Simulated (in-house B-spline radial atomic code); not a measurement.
A fraction x of an electron is removed from 4d in Nd²⁺, starting from [Xe] 4f4 and keeping the highest spin. Method: scalar-relativistic (X2C) PBE, spin-polarised, spherical fractional occupations, Fermi nucleus of rms radius 4.9123 fm. Calculated with an all-electron radial atomic-structure program (B-spline basis).

| x | E(x) - E(0) (eV) | 4d down level (eV) |
| --- | --- | --- |
| 0 | 0.0000 | -127.325 |
| 0.22 | 28.4339 | -131.197 |
| 0.33 | 42.9755 | -133.203 |
| 0.38 | 49.6588 | -134.129 |
| 0.5 | ? | ? |
| 0.62 | 82.3922 | -138.679 |
| 0.67 | 89.3504 | -139.648 |
| 0.82 | 110.5179 | -142.594 |
| 0.91 | ? | ? |
| 1 | 136.5084 | -146.202 |

Problem. What belongs in the row x = 0.5?

Solution. An energy change of 65.8890 eV; 4d down at -136.382 eV.

Problem. What belongs in the row x = 0.91?

Solution. An energy change of 123.4319 eV; 4d down at -144.389 eV.

Problem. Check Janak's theorem between x = 0.22 and 0.33.

Solution. The slope of the energy is 132.20 eV; the orbital levels give 132.20 eV (-ε of the emptying orbital, averaged over the two points).
